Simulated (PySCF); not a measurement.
I2Sn, SMILES [I][Sn][I] (connectivity only; charge and spin as stated), charge -1, multiplicity 2.

Geometry optimised at B3LYP-D3(BJ)/def2-SVPD. The multiplicity is an assumed one; other spin states were not compared. The isomer is the one that the SMILES or the coordinates give; other isomers of the formula were not compared. The def2 effective core potentials stand for the cores of I, Sn; spin–orbit coupling is left out.

These are PySCF with PBE/def2-TZVPD values and carry that method's errors.

Isolated molecule, no solvent. A positive occupied level means that this level leaves the electron formally unbound; only the finite basis holds it.

```json
{
  "total_energy": "-809.88238 hartree",
  "point_group": "C2v",
  "α spin, highest occupied and lowest empty level": "0.29 and 1.52 eV",
  "β spin, highest occupied and lowest empty level": "-1.89 and 1.30 eV",
  "dipole_moment_about_the_centre_of_nuclear_charge": "0.304 e·Å",
  "mean_static_polarisability": "173.7 bohr³ (25.75 Å³)",
  "polarisability_principal_values": "141.9, 164.9, 214.4 bohr³",
  "⟨S²⟩": "0.753 (pure state 0.75)"
}
```
